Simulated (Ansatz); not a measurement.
```yaml
crystal:
  periodic: [false, false, false]
  atoms:
    - {symbol: B, position_ang: [-0.853875, -1.447114, -0.587936]}
    - {symbol: N, position_ang: [-0.267194, -0.230194, -0.206631]}
    - {symbol: Si, position_ang: [1.087209, 0.177466, 0.855309]}
    - {symbol: O, position_ang: [0.896613, 1.810747, 0.584040]}
    - {symbol: Al, position_ang: [-0.435101, 1.546410, -0.470728]}
    - {symbol: F, position_ang: [-1.390624, 2.561792, -1.314798]}
    - {symbol: H, position_ang: [-0.422596, -2.485831, -0.162335]}
    - {symbol: H, position_ang: [-1.789568, -1.455807, -1.341000]}
    - {symbol: H, position_ang: [0.864719, -0.196403, 2.272231]}
    - {symbol: H, position_ang: [2.393417, -0.332264, 0.374848]}
basis:
  gaussian: {orbitals: def2-TZVPD}
magnetization: {spin_polarized: true, initial_magnetization: 0}
hamiltonian: {xc: {name: BLYP}, dispersion: d4}
output: {forces: true}
```

```sh
$ ansatz run in.yaml --threads 4 --pin off --events-out ev --progress --plain --max-ram 10444MiB
```

Shortened log:

```
Functional definition: BLYP
1468 factors; their error is unknown
mean field evaluation 1: about -21456.8086 eV, gradient 7.8e1 eV
mean field evaluation 2: about -21314.3500 eV, gradient 1.7e2 eV
mean field evaluation 4: about -21475.4553 eV, gradient 3.0e1 eV
mean field evaluation 8: about -21478.3473 eV, gradient 3.1e-1 eV
mean field evaluation 16: about -21478.3362 eV, gradient 1.4e-4 eV
mean field -21478.33615673 eV, -789.3142952207 hartree, gradient 2.0e-5 eV, S^2 0.000000; 0 other end points of the search recorded, 0 dependent functions left out
reference -21478.33661394 eV, -789.3143120230 hartree; 30, 30 occupied and 246, 246 virtual orbitals, 1468 factors
Total energy: -21478.88750187 eV, -789.3345567807 hartree
Atom 0 at    -0.853875    -1.447114    -0.587936 Å, force    -0.171302    -0.289122    -0.116511 eV/Å
Atom 1 at    -0.267194    -0.230194    -0.206631 Å, force    -0.146944    -0.232694    -0.101591 eV/Å
Atom 2 at     1.087209     0.177466     0.855309 Å, force     0.464588    -0.501932     0.411028 eV/Å
Atom 3 at     0.896613     1.810747     0.584040 Å, force     0.328700     0.677090     0.216052 eV/Å
Atom 4 at    -0.435101     1.546410    -0.470728 Å, force    -0.100212    -0.023336    -0.079019 eV/Å
Atom 5 at    -1.390624     2.561792    -1.314798 Å, force    -0.412021     0.436625    -0.363749 eV/Å
Atom 6 at    -0.422596    -2.485831    -0.162335 Å, force     0.010889    -0.020631     0.009626 eV/Å
Atom 7 at    -1.789568    -1.455807    -1.341000 Å, force    -0.015760    -0.008020    -0.012082 eV/Å
Atom 8 at     0.864719    -0.196403     2.272231 Å, force    -0.011560    -0.015460     0.058367 eV/Å
Atom 9 at     2.393417    -0.332264     0.374848 Å, force     0.053622    -0.022519    -0.022121 eV/Å
Dipole moment:     0.070004     0.010833     0.055319 e Å
```

Hardware: 4 threads of an Arm Neoverse V2 on a shared host. Wall time 7.5 s, peak host memory 0.52 GiB.
